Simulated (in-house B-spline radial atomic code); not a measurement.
Inner levels of scandium as electrons are removed. A shift is the extra binding of the orbital against the neutral atom ([Ar] 3d1 4s2). Computed with a radial B-spline atomic code at the basis-set limit: non-relativistic Hartree-Fock, average of the configuration, point nuclei.

```
  ion  configuration  shift of 1s (eV)  shift of 2s (eV)  shift of 2p (eV)  radius of 1s (bohr)  radius of 2s (bohr)  radius of 2p (bohr)  Σ<r²> (bohr²)  change of density at nucleus (bohr⁻³)
   Sc   [Ar] 3d1 4s2                 0                 0                 0             0.073535              0.34318              0.30707         53.165                                      -
  Sc+   [Ar] 3d1 4s1            6.9086            6.8248            6.8551             0.073535              0.34319              0.30706         30.612                                -1.2366
 Sc2+       [Ar] 3d1            15.437            15.201             15.29             0.073535               0.3432              0.30703          16.25                                -3.6868
 Sc3+   [Ne] 3s2 3p6            32.443            33.097            33.084             0.073538              0.34317              0.30695         12.592                                -1.7495
 Sc4+   [Ne] 3s2 3p5            56.704            56.127            56.123             0.073533              0.34279              0.30709         10.422                                 2.8318
 Sc5+   [Ne] 3s2 3p4            83.017            80.852            80.884             0.073527              0.34233              0.30669          8.543                                 7.9425
 Sc6+   [Ne] 3s2 3p3                 ?                 ?                 ?                    ?                    ?                    ?              ?                                      ?
 Sc7+   [Ne] 3s2 3p2            141.62            135.13            135.32              0.07351              0.34113              0.30559         5.4334                                 19.747
 Sc8+   [Ne] 3s2 3p1            173.84            164.57            164.89             0.073499              0.34039              0.30488         4.1301                                 26.444
 Sc9+       [Ne] 3s2                 ?                 ?                 ?                    ?                    ?                    ?              ?                                      ?
Sc10+       [Ne] 3s1            242.94            226.78            228.38             0.073484              0.33962              0.30319         1.9163                                -4.8604
Sc11+   [He] 2s2 2p6                 ?                 ?                 ?                    ?                    ?                    ?              ?                                      ?
Sc12+   [He] 2s2 2p5            375.67            323.91            336.44             0.073393              0.33363              0.29469        0.80628                                -23.197
```

**Question.** Fill in the row of Sc6+.

**Answer.** shift of 1s (eV): 111.33; shift of 2s (eV): 107.2; shift of 2p (eV): 107.3; radius of 1s (bohr): 0.073519; radius of 2s (bohr): 0.34178; radius of 2p (bohr): 0.30619; Σ<r²> (bohr²): 6.894; change of density at nucleus (bohr⁻³): 13.58.

**Question.** Fill in the row of Sc9+.

**Answer.** shift of 1s (eV): 207.97; shift of 2s (eV): 195.51; shift of 2p (eV): 196; radius of 1s (bohr): 0.073487; radius of 2s (bohr): 0.33956; radius of 2p (bohr): 0.30407; Σ<r²> (bohr²): 2.9603; change of density at nucleus (bohr⁻³): 33.676.

**Question.** Fill in the row of Sc11+.

**Answer.** shift of 1s (eV): 279.42; shift of 2s (eV): 259.17; shift of 2p (eV): 261.99; radius of 1s (bohr): 0.073481; radius of 2s (bohr): 0.33913; radius of 2p (bohr): 0.30224; Σ<r²> (bohr²): 0.95704; change of density at nucleus (bohr⁻³): -47.918.
